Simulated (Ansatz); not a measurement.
A nudged elastic band was laid between two geometries of CH$_{8}$N$_{2}$OZr (13 atoms, charge 0, multiplicity 1).

Computed with RKS BHLYP-D4/def2-SVP (Ansatz 0.2.0).

```yaml
movable_images: 2
climbing_image: no
spring: 5.0 eV/Å²
optimiser: quadratic models (default)
start_path: through a guess of the saddle point
force_threshold: 0.05 eV/Å
iteration_limit: 60
end_points: relaxed
```

Image 0:

```xyz
13
Properties=species:S:1:pos:R:3
Zr 0.152 0.145 -0.375
O 1.192 -0.557 -1.835
C 0.004 -1.482 1.173
H 0.997 -1.852 1.461
N -1.781 0.588 -0.861
N 1.026 1.741 0.542
H 1.591 -0.926 -2.612
H -0.491 -1.129 2.087
H -0.572 -2.343 0.810
H -2.296 1.428 -0.637
H -2.374 0.012 -1.444
H 1.875 2.227 0.292
H 0.676 2.150 1.399
```

Image 3:

```xyz
13
Properties=species:S:1:pos:R:3
Zr -0.090 0.274 0.121
O 1.308 -0.893 -1.292
C -0.211 -1.293 1.373
H 1.268 -1.725 -0.808
N -1.747 0.506 -1.079
N 0.957 1.884 0.847
H 1.173 -1.065 -2.223
H 0.379 -1.451 2.284
H -0.995 -2.058 1.280
H -2.040 1.307 -1.622
H -2.507 -0.163 -1.097
H 1.495 1.841 1.705
H 1.009 2.835 0.508
```

Question: Which bonds break or form, and what moves?

Answer: Bonds broken: C3–H4. Bonds formed: O2–H4.

Question: Give the energies along the band, and the barrier.

Answer: The run converged. The highest image is number 2 of 0 to 3, 3.07 eV above the first end and 0.13 eV above the last; the last end lies 2.94 eV above the first. Neighbouring images differ by up to 3.0 eV, so the band resolves the path poorly. No image climbed, so the highest image needn't sit at the top of the path. So few images can step over the top or miss a turn of the path. The orbitals stay closed-shell, which can raise the energy where a bond breaks towards radicals; this wasn't checked here.

```tsv
image	path coordinate (Å)	energy (eV)	C3–H4 (Å)	O2–H4 (Å)
0	0.00	0.00	1.10	3.55
1	1.98	0.12	1.10	2.96
2	3.97	3.07	2.20	0.98
3	5.95	2.94	2.67	0.96
```

Question: What is the geometry of the highest image?

Answer: 
```xyz
13
Properties=species:S:1:pos:R:3
Zr -0.098 0.211 -0.003
O 1.553 -0.924 -1.124
C -0.133 -1.426 1.138
H 1.352 -1.632 -0.474
N -1.973 0.618 -0.736
N 0.918 1.895 0.587
H 2.016 -1.257 -1.889
H 0.156 -2.069 1.968
H -1.102 -1.763 0.695
H -2.223 1.464 -1.232
H -2.828 0.115 -0.547
H 1.839 1.942 1.002
H 0.522 2.826 0.614
```

Run time: 3.4 min on 4 threads of Arm Neoverse N1, on a shared host, peak memory 0.33 GiB.
